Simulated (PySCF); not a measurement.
# UHF on W (tungsten, neutral)

Configuration: [Xe] 4f14 5d4 6s2, high-spin 5D determinant. Calculation: PySCF 2.14, in def2-TZVP with the def2 core potential (60 electrons) (6s4p3d1f, 40 functions); scalar relativity through the core potential.

```
Total energy                                                  : -66.317561 hartree
One-electron energy                                           : -112.4247 hartree
Hartree (Coulomb) energy                                      : 53.0075 hartree
Exchange energy                                               : -6.9004 hartree
⟨S²⟩                                                          : 6.0342
⟨L²⟩                                                          : 6.099
Sum of ⟨r⟩                                                    : 24.83 bohr
Sum of ⟨r²⟩                                                   : 59.84 bohr²
Traceless quadrupole moment −½Σ⟨3z² − r²⟩ along its main axis : -0.278 e·bohr²
Time after the integrals                                      : 0.13 s of wall time on 1 thread of Intel(R) Xeon(R) 6975P-C (shared host)
```

| shell | electrons | mean orbital energy (eV) | spread (eV) | rms radius, mean of both spins (bohr) |
| --- | --- | --- | --- | --- |
| 5s α | 1 | -94.939 | 0 | 1.16 |
| 5s β | 1 | -90.720 | 0 | 1.16 |
| 5p α | 3 | -54.607 | 0.749 | 1.36 |
| 5p β | 3 | -48.309 | 1.213 | 1.36 |
| 5d α | 4 | -10.305 | 0.984 | 2.16 |
| 6s α | 1 | -8.263 | 0 | 3.70 |
| 6s β | 1 | -6.065 | 0 | 3.70 |

Energies and moments cover only the electrons outside the core potential. Spin-orbit coupling, absent here, splits the open shell strongly.
